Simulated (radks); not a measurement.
Values are calculated unless marked as measured or tabulated.
Task: Radial electron density D(r) = 4 pi r^2 rho(r) of an atom or ion with 20 electrons. Level of theory: Dirac Kohn-Sham, relativistic LDA (MacDonald-Vosko exchange, VWN5 correlation), spin-unpolarised, spherical densities, finite nucleus; Fermi nuclear charge, rms radius of each element as measured or else 0.836 A^(1/3) + 0.57 fm (a radial shooting solver on a logarithmic mesh with Libxc functionals).

```
   r/bohr * D(r) (the largest magnitude, 106, reaches the edge; | marks zero)
 0.001208 |  *
 0.001351 |  *
 0.001511 |   *
 0.001676 |    *
 0.001875 |     *
 0.002081 |      *
 0.002327 |       *
 0.002603 |        *
 0.002888 |          *
  0.00323 |            *
 0.003585 |              *
 0.004009 |                *
 0.004485 |                   *
 0.004976 |                     *
 0.005566 |                        *
 0.006176 |                           *
 0.006908 |                              *
 0.007726 |                                 *
 0.008573 |                                    *
 0.009589 |                                      *
  0.01064 |                                        *
   0.0119 |                                          *
  0.01331 |                                            *
  0.01477 |                                            *
  0.01652 |                                            *
  0.01833 |                                           *
   0.0205 |                                          *
  0.02293 |                                         *
  0.02545 |                                        *
  0.02846 |                                       *
  0.03184 |                                       *
  0.03533 |                                        *
  0.03951 |                                           *
  0.04384 |                                              *
  0.04904 |                                                 *
  0.05485 |                                                    *
  0.06086 |                                                      *
  0.06808 |                                                      *
  0.07554 |                                                   *
  0.08449 |                                              *
   0.0945 |                                        *
   0.1049 |                                 *
   0.1173 |                            *
   0.1301 |                         *
   0.1456 |                         *
   0.1628 |                          *
   0.1807 |                            *
   0.2021 |                            *
   0.2242 |                          *
   0.2508 |                      *
   0.2805 |                *
   0.3113 |           *
   0.3482 |      *
   0.3863 |  *
   0.4321 |*
   0.4833 *
   0.5363 *
   0.5998 *
   0.6656 *
   0.7444 *
```

What is the nuclear charge?

Result: Z = 64. The innermost maximum, from 1s, lies near gamma/Z bohr with gamma = sqrt(1 - (Z/c)^2) = 0.884, here 0.0138 bohr (found: 0.0154), and its height grows with Z. The density is that of the gadolinium ion Gd44+ in [Ar] 3d2; the configuration itself is not fixed sharply by these data, and Z only to a few units. D(r) has 3 maxima, at r = 0.0154, 0.0639, 0.196 bohr, and minima at 0.0296, 0.141 bohr, inside which lie 2.02, 10.85 electrons.
